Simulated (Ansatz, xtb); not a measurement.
# Ligand exchange: HBr + SnH3Cl → HCl + SnH3Br

Species: HBr (hydrogen bromide), singlet; SnH3Cl `[Cl][SnH3]`, singlet; HCl (hydrogen chloride), singlet; SnH3Br `[Br][SnH3]`, singlet. The partners trade Br for Cl: H–Br and Sn–Cl bonds give way to H–Cl and Sn–Br.

Shapes, held fixed at every level: PBE0-D4/def2-TZVP. Programs: Ansatz 0.2.0, xtb 6.7.1. The zero-point and thermal change to 298 K, harmonic and unscaled (PBE0-D4/def2-TZVP), is +1.4 kJ/mol.

```csv
level,kind,ΔH(298 K) (kJ/mol),less CCSD(T)/def2-TZVPP,CPU time (sum over the molecules)
GFN1-xTB,semi-empirical,-6.6,+5.7,0.11 s
r2SCAN-D4/def2-TZVPP,meta-GGA,-11.9,+0.4,15 s
B3LYP-D4/def2-TZVPP,global hybrid,-11.6,+0.7,11 s
BHLYP-D4/def2-TZVPP,global hybrid,-13.6,-1.3,8.3 s
PBE0-D4/def2-TZVPP,global hybrid,-13.6,-1.3,7.8 s
MP2/def2-SVP,perturbation theory,-14.3,-2.0,–
CCSD(T)/def2-SVP,coupled cluster or CI,-11.8,+0.5,5.5 s
CCSD(T)/def2-TZVPP,coupled cluster or CI,-12.3,0.0,39 s
```

The highest level, CCSD(T)/def2-TZVPP, gives ΔH(298 K) = -12.3 kJ/mol; the levels span -14.3 to -6.6. The column of differences is taken from that level and isn't an error. No measured value is set beside it here. For atoms past krypton def2 sets carry core potentials with scalar relativity. Relativity is left out for Br. Outer-core shells of Br, Sn are correlated in most correlated rows, in sets that cover them unevenly. Times are processor times on shared x86 and Arm servers, and rough.
